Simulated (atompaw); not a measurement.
Logarithmic derivatives: Ho (Z = 67), PAW (atompaw)

Ho, PAW, made with atompaw 4.2.0.5 (PBE, scalar-relativistic). Core [Kr] 4d10, reference 4f11 5s2 5p6 5d0 6s1.5 6p0 (charge +0.5). Waves: 5s (bound): rc 1.95 bohr; 6s (bound): rc 2.60 bohr; 5p (bound): rc 2.65 bohr; 6p (bound, empty): rc 2.65 bohr; 5d (bound, empty): rc 2.65 bohr; 5d channel at 2.45 Ry: rc 2.35 bohr; 4f (bound): rc 1.25 bohr; 4f channel at 2.75 Ry: rc 1.25 bohr. Local part: ultrasoft scheme with l = 4 at 0 Ry, radius 1.90 bohr. Core correction: smooth core density matched at 1.70 bohr. Augmentation charge: sinc compensation charge, radius 2.45 bohr; PAW radius 2.65 bohr; waves and projectors: modrrkj vanderbiltortho.

The phase is arctan(r·u′/u) with u = r·R(r), unwrapped; energies in Ry, scanned from -6 to 5 Ry. A pole is an energy at which the radial function vanishes at the test radius. The pseudo phase is shifted by a multiple of π to meet the all-electron one at the reference energy, and phase errors are pseudo minus all-electron; the curves can meet again beyond the range given. Levels narrower than the energy grid can be missing from the lists of poles. Where the grid stepped over a known ghost or core level, its pole and its step of π were put in at the level’s energy.

Question: For each channel, where are the poles, and over which energies does the pseudopotential scatter like the atom?

Answer:

```
channel  radius (bohr)  reference energy (Ry)  poles, all-electron  poles, pseudo  unbroken range about the reference energy with phases within 0.05 rad  phase error 1 Ry above the reference energy (rad)
      s           2.67                  -0.46          -3.85, 3.17    -3.85, 2.78                                                              below 3.3                                             -0.010
      p           2.67                  -0.24          -1.89, 4.78   -3.66, -1.89                                                            -3.6 to 1.0                                             +0.017
      d           2.67                  -0.28                 0.81    -1.55, 2.79                                                           -0.3 to -0.2                                             +0.173
      f           2.67                  -0.46          -0.41, 4.05          -0.39                                       not even at the reference energy                                             +0.062
```

Note: ghost states, extra bound levels that the all-electron valence spectrum of the same l lacks: p at -50.1 eV, d at -21.1 eV. A true bound ghost makes a file unfit for plane-wave use.

Phases in the p channel:

| E (Ry) | all-electron | pseudo |
| --- | --- | --- |
| -6.00 | 1.401 | 4.542 |
| -5.52 | 1.391 | 4.532 |
| -5.04 | 1.379 | 4.519 |
| -4.56 | 1.364 | 4.502 |
| -4.08 | 1.343 | 4.475 |
| -3.60 | 1.313 | 1.365 |
| -3.12 | 1.256 | 1.267 |
| -2.64 | 1.078 | 1.087 |
| -2.16 | -1.171 | -1.171 |
| -1.68 | -1.661 | -1.659 |
| -1.20 | -1.762 | -1.761 |
| -0.72 | -1.835 | -1.834 |
| -0.24 | -1.920 | -1.920 |
| 0.24 | -2.055 | -2.053 |
| 0.72 | -2.332 | -2.317 |
| 1.20 | -3.026 | -2.946 |
| 1.68 | -3.915 | -3.808 |
| 2.16 | -4.307 | -4.235 |
| 2.64 | -4.475 | -4.420 |
| 3.12 | -4.566 | -4.518 |
| 3.60 | -4.624 | -4.578 |
| 4.08 | -4.666 | -4.620 |
| 4.56 | -4.699 | -4.651 |
